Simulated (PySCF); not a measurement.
**Successive ionisation energies of vanadium**

Calculated with PySCF 2.14, two-component X2C-1e (Gaussian nucleus, no Breit or QED terms), each ion in its own even-tempered basis; GMP2 freezes the deep shells of the larger ions and drops the highest virtual spinors; eV.

```json
{"ion": "V¹⁷⁺", "configuration": "[He] 2s2 2p2", "GHF (spin-free)": "1259.6", "GHF (screened spin-orbit)": "1258.4", "GMP2 (screened spin-orbit)": "1258.8", "NIST": "1258.9 ± 0.6", "kind": "semi-empirical"}
{"ion": "V¹⁸⁺", "configuration": "[He] 2s2 2p1", "GHF (spin-free)": "1350.5", "GHF (screened spin-orbit)": "1356.4", "GMP2 (screened spin-orbit)": "1356.0", "NIST": "1354.2 ± 0.5", "kind": "semi-empirical"}
{"ion": "V¹⁹⁺", "configuration": "[He] 2s2", "GHF (spin-free)": "1480.6", "GHF (screened spin-orbit)": "1480.6", "GMP2 (screened spin-orbit)": "1484.8", "NIST": "1486.7 ± 0.5", "kind": "semi-empirical"}
{"ion": "V²⁰⁺", "configuration": "[He] 2s1", "GHF (spin-free)": "1570.0", "GHF (screened spin-orbit)": "1570.0", "GMP2 (screened spin-orbit)": "1570.1", "NIST": "1569.7", "kind": "theoretical"}
{"ion": "V²¹⁺", "configuration": "1s2", "GHF (spin-free)": "6854.5", "GHF (screened spin-orbit)": "6854.5", "GMP2 (screened spin-orbit)": "6855.8", "NIST": "6851.3", "kind": "theoretical"}
{"ion": "V²²⁺", "configuration": "1s1", "GHF (spin-free)": "7248.8", "GHF (screened spin-orbit)": "7248.8", "GMP2 (screened spin-orbit)": "7248.8", "NIST": "7246.1", "kind": "theoretical"}
```

(1) Where is the largest relative jump?

Results:

(1) From V²⁰⁺ to V²¹⁺: 1570.1 to 6855.8 eV, where the electron removed from 1s2 comes from a deeper shell or subshell.
